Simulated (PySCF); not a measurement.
HfO2, SMILES [O]=[Hf]=[O], multiplicity 1.

Geometry optimised at PBE-D3(BJ)/def2-TZVP. The multiplicity is an assumed one; other spin states were not compared. The isomer is the one that the SMILES or the coordinates give; other isomers of the formula were not compared. The def2 effective core potentials stand for the cores of Hf; spin–orbit coupling is left out.

Two levels are set side by side: PBE/def2-TZVPD (PySCF) and HF/def2-TZVPD (PySCF). Same geometry, gas phase. Differences are taken from unrounded values.

| quantity | HF | PBE | PBE minus HF |
|---|---|---|---|
| orbital gap (eV) | 8.72 | 1.17 | -7.55 |
| highest occupied level (eV) | -10.31 | -5.39 | 4.92 |
| lowest empty level (eV) | -1.59 | -4.22 | -2.63 |
| dipole moment (D) | 10.08 | 7.50 | -2.57 |
| mean polarisability (bohr³) | 37.6 | 49.4 | 11.8 |

Without exact exchange PBE keeps part of each electron's self-repulsion, which lifts occupied levels and narrows the gap. PBE's more diffuse valence density responds more strongly to a field. Differences between two approximate levels are no errors against the true value.

Rough cost on one machine, each run with all the roots and properties that it gave: HF against PBE about 1/3.
